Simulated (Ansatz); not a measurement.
The cluster SiTe2 (the lowest singlet isomer of a short search) was relaxed with r2SCAN-D4 (def2-TZVP) in Ansatz in these states: neutral quintet, neutral singlet, neutral triplet. The geometries follow in no particular order.

In the def2 sets Te takes a core potential; there is no spin–orbit coupling.

A:

```
atom   x (Å)   y (Å)   z (Å)
 Si1  -1.263  -0.222   0.108
 Te2   0.326   1.498  -0.783
 Te3   0.937  -1.277   0.675
```

B:

```csv
atom,x (Å),y (Å),z (Å)
Si1,0.0172,0.7237,0.9489
Te2,0.6213,-1.6303,0.4816
Te3,-0.6385,0.9065,-1.4305
```

C:

```xyz
3

Si   -0.344   -1.329    0.085
Te    0.542    0.655    1.305
Te   -0.198    0.674   -1.390
```

Judge from the bond lengths which geometry belongs to which state (an estimate).

A is the neutral triplet (Te2–Te3 3.194 Å, Si1–Te2 2.505 Å, Si1–Te3 2.505 Å); B is the neutral quintet (Te2–Te3 3.417 Å, Si1–Te2 2.475 Å, Si1–Te3 2.475 Å); C is the neutral singlet (Te2–Te3 2.795 Å, Si1–Te2 2.491 Å, Si1–Te3 2.491 Å).
